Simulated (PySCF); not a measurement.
C₃H₉FOSi, SMILES CC(C)(F)[SiH2]O. Atoms are numbered in the order given.

```xyz
15

C     -0.9919    -1.1784     0.9772
C     -0.6974    -0.0952    -0.0419
C     -1.8902     0.7897    -0.3329
F     -0.3662    -0.7725    -1.2697
Si     0.9501     0.8172     0.2897
O      2.1480    -0.3304     0.1167
H     -1.8271    -1.8095     0.6295
H     -0.1101    -1.8190     1.1336
H     -1.2695    -0.7338     1.9460
H     -1.6687     1.5011    -1.1431
H     -2.1731     1.3640     0.5641
H     -2.7565     0.1779    -0.6367
H      1.0500     1.3572     1.6742
H      1.0609     1.9299    -0.7035
H      1.9815    -0.9097    -0.6404
```

Geometry: r2SCAN-D4/def2-SVP. The structure was generated by enumeration, and PubChem lists no compound with its InChIKey, so it may never have been made. One conformer was computed; it need not be the lowest.

Calculation: PySCF with PBE/pcSseg-1.

GIAO shieldings, no solvent; atoms listed in one row are averaged. δ = σ(ref) − σ: ¹³C against TMS (σ = 182.0 ppm); ¹⁹F against CFCl3 (σ = 133.6 ppm); ²⁹Si against TMS (σ = 335.4 ppm); ¹⁷O against H2O (σ = 334.3 ppm); ¹H against TMS (σ = 31.49 ppm), references at their B3LYP-D3(BJ)/def2-TZVP geometries, non-relativistic.

Computed chemical shifts:
| nucleus | atoms | count | δ (ppm) |
|---|---|---|---|
| ¹³C | C2 | 1 | 100.6 |
| ¹³C | C1, C3 | 2 | 27.7 |
| ¹⁹F | F4 | 1 | -209.6 |
| ²⁹Si | Si5 | 1 | -12.7 |
| ¹⁷O | O6 | 1 | 17.4 |
| ¹H | H14 | 1 | 5.33 |
| ¹H | H13 | 1 | 5.13 |
| ¹H | H7, H8, H9 | 3 | 1.79 |
| ¹H | H10, H11, H12 | 3 | 1.68 |
| ¹H | H15 | 1 | 1.48 |
